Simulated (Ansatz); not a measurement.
Calculated with Ansatz (gas phase, PBE0-D4/def2-TZVP geometries, no zero-point term in ΔE). CCSD(T)/CBS is the MP2 limit (def2-TZVPP, def2-QZVPP) plus CCSD(T) − MP2 in def2-TZVPP, frozen cores. Functionals use def2-TZVPP. B3LYP here is the variant with VWN-RPA as its local correlation; programs differ in this. HSE06 is defined as in plane-wave codes. Elements past krypton have def2 core potentials. For Br, Sn outer-core shells are correlated without core-valence functions, which leaves a few kJ/mol of doubt a bond. Scalar relativity is left out up to krypton. Each species was taken in one conformer, which may not be the lowest.

`[Cl][SnH2][Br]` + `F[Si](F)(Cl)O[SiH3]` → `[SiH3][O][SnH2][Cl]` + `F[Si](F)(Cl)Br`  (redistribution)

`[Cl][SnH2][Br]`:

Z-matrix (Å, degrees):
```
Sn
Cl 1 2.319
Br 1 2.465 2 107.0
H 1 1.696 2 107.4 3 -116.1
H 1 1.696 2 107.4 3 116.1
```

`F[Si](F)(Cl)O[SiH3]`:

Cartesian coordinates in Å:
```
F 1.117 -0.814 2.038
Si 1.121 0.355 0.984
F 0.605 1.644 1.725
Cl 3.008 0.669 0.366
O 0.175 0.002 -0.242
Si -1.210 -0.381 -1.042
H -0.881 -0.497 -2.480
H -2.208 0.693 -0.824
H -1.727 -1.670 -0.524
```

`[SiH3][O][SnH2][Cl]`:

Cartesian coordinates in Å:
```
Si 1.521 -0.069 0.596
O 0.077 -0.759 0.255
Sn -1.591 -0.210 -0.579
Cl -1.487 2.106 -0.726
H 1.386 0.975 1.648
H 2.429 -1.138 1.084
H 2.117 0.561 -0.615
H -2.837 -0.627 0.491
H -1.616 -0.839 -2.154
```

`F[Si](F)(Cl)Br`:

Cartesian coordinates in Å:
```
F 0.281 0.865 -1.353
Si -0.035 0.089 -0.023
F -1.312 0.745 0.618
Cl 1.513 0.293 1.241
Br -0.447 -1.992 -0.483
```

Q: Is it downhill or uphill in electronic energy at CCSD(T)/CBS, and by how much? (An estimate is asked.)

A: The calculation gave: Uphill: ΔE = +1.13 eV.

Q: What do these levels give: PBE-D4, BLYP-D4, HSE06-D4, BHLYP-D4, ωB97X-V, ωB97M-V, B3LYP, HSE06, BHLYP, RPA@PBE/def2-TZVPP, MP2/def2-SVP, HF/CBS(def2)? (An estimate is asked.)

A: The calculation gave: PBE-D4 1.03, BLYP-D4 1.09, HSE06-D4 1.14, BHLYP-D4 1.28, ωB97X-V 1.12, ωB97M-V 1.14, B3LYP 1.22, HSE06 1.16, BHLYP 1.32, RPA@PBE/def2-TZVPP 1.08, MP2/def2-SVP 1.09, HF/CBS(def2) 1.44 eV.

Largest T1 diagnostic among the species: 0.013.

From PBE to PBE0 (25 % exact exchange), in def2-TZVPP and without D4, ΔE moves by +0.10 eV. In def2-TZVPP, CCSD(T) changes the Hartree–Fock value by −0.30 eV (the triples alone add −0.05 eV) and MP2 by −0.33 eV.
